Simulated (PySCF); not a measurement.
Fractional electron number in Br²⁺ (bromine, charge +2)

The 4p alpha orbital of [Ar] 3d10 4s2 4p3 is emptied in steps (occupation f), with all orbitals relaxed, ending at [Ar] 3d10 4s2 4p2. All numbers are calculated (PySCF 2.14, the non-relativistic Hamiltonian (point nucleus), in aug-pcseg-2 (7s6p4d2f, 59 functions)). The exact energy is a straight line in f; departures are measured from the line between the end points of the same method.

| f | UHF (eV) | LDA (eV) | PBE (eV) | PBE0 (eV) | r2SCAN (eV) | LC-wPBE (eV) | BHandHLYP (eV) | wB97X (eV) | CAM-B3LYP (eV) | HSE06 (eV) |
| --- | --- | --- | --- | --- | --- | --- | --- | --- | --- | --- |
| 1 | 0.000 | 0.000 | 0.000 | 0.000 | 0.000 | 0.000 | 0.000 | 0.000 | 0.000 | 0.000 |
| 0.75 | 0.104 | -1.092 | -1.061 | -0.770 | -1.000 | -0.222 | -0.498 | -0.279 | -0.518 | -0.849 |
| 0.5 | 0.136 | -1.458 | -1.411 | -1.022 | -1.316 | -0.290 | -0.663 | -0.371 | -0.689 | -1.130 |
| 0.25 | 0.101 | -1.094 | -1.055 | -0.762 | -0.972 | -0.213 | -0.496 | -0.279 | -0.515 | -0.845 |
| 0 | 0.000 | 0.000 | 0.000 | 0.000 | 0.000 | 0.000 | 0.000 | 0.000 | 0.000 | 0.000 |

```json
{"method": "UHF", "E(f=0) − E(f=1) (eV)": "34.581", "−ε at f=1 (eV)": "35.141", "−ε at f=0.5 (eV)": "34.575"}
{"method": "LDA", "E(f=0) − E(f=1) (eV)": "35.265", "−ε at f=1 (eV)": "29.453", "−ε at f=0.5 (eV)": "35.260"}
{"method": "PBE", "E(f=0) − E(f=1) (eV)": "35.075", "−ε at f=1 (eV)": "29.416", "−ε at f=0.5 (eV)": "35.089"}
{"method": "PBE0", "E(f=0) − E(f=1) (eV)": "35.183", "−ε at f=1 (eV)": "31.067", "−ε at f=0.5 (eV)": "35.204"}
{"method": "r2SCAN", "E(f=0) − E(f=1) (eV)": "35.405", "−ε at f=1 (eV)": "30.025", "−ε at f=0.5 (eV)": "35.484"}
{"method": "LC-wPBE", "E(f=0) − E(f=1) (eV)": "35.236", "−ε at f=1 (eV)": "34.038", "−ε at f=0.5 (eV)": "35.259"}
{"method": "BHandHLYP", "E(f=0) − E(f=1) (eV)": "35.018", "−ε at f=1 (eV)": "32.357", "−ε at f=0.5 (eV)": "35.024"}
{"method": "wB97X", "E(f=0) − E(f=1) (eV)": "34.937", "−ε at f=1 (eV)": "33.440", "−ε at f=0.5 (eV)": "34.939"}
{"method": "CAM-B3LYP", "E(f=0) − E(f=1) (eV)": "35.109", "−ε at f=1 (eV)": "32.345", "−ε at f=0.5 (eV)": "35.115"}
{"method": "HSE06", "E(f=0) − E(f=1) (eV)": "35.147", "−ε at f=1 (eV)": "30.612", "−ε at f=0.5 (eV)": "35.157"}
```

Orbital energy along the path (eV):

```
   f      UHF      LDA      PBE     PBE0   r2SCAN  LC-wPBE  BHandHLYP    wB97X  CAM-B3LYP    HSE06
   1  -35.141  -29.453  -29.416  -31.067  -30.025  -34.038    -32.357  -33.440    -32.345  -30.612
0.75  -34.852  -32.345  -32.251  -33.142  -32.782  -34.659    -33.692  -34.196    -33.730  -32.889
 0.5  -34.575  -35.260  -35.089  -35.204  -35.484  -35.259    -35.024  -34.939    -35.115  -35.157
0.25  -34.307  -38.184  -37.906  -37.236  -38.053  -35.826    -36.347  -35.677    -36.490  -37.410
   0  -34.049  -41.088  -40.673  -39.214  -40.517  -36.338    -37.656  -36.430    -37.847  -39.636
```

Reference removal energy between the ground levels: 34.871 ± 0.019 eV (measured; NIST Atomic Spectra Database, ionization energies). The calculation has no spin-orbit coupling. UHF lacks correlation.
